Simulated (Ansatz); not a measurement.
Species: CH₄N, net charge 1, singlet state. It need not be the lowest isomer of its formula. SMILES: [NH2+]=C
Geometry: optimised at B3LYP-D3(BJ)/def2-TZVP (Ansatz, a first-principles code).

Parts of the frozen-core correlation energy in STO-3G (Ansatz, hartree). Frozen orbitals: 2; correlated occupied orbitals by spin: 6 and 6; virtual: 6 and 6. Spin-orbit coupling is left out. No relativistic terms.

```json
[
 {"term": "reference (HF)", "value": "-93.23271"},
 {"term": "MP2 opposite-spin", "value": "-0.10005"},
 {"term": "MP2 same-spin", "value": "-0.01685"},
 {"term": "CCSD correlation", "value": "-0.14913"},
 {"term": "(T)", "value": "-0.00224"},
 {"term": "FCI minus CCSD(T)", "value": "-0.00054"},
 {"term": "T1 diagnostic", "value": "0.021"},
 {"term": "largest doubles amplitude", "value": "0.174"}
]
```
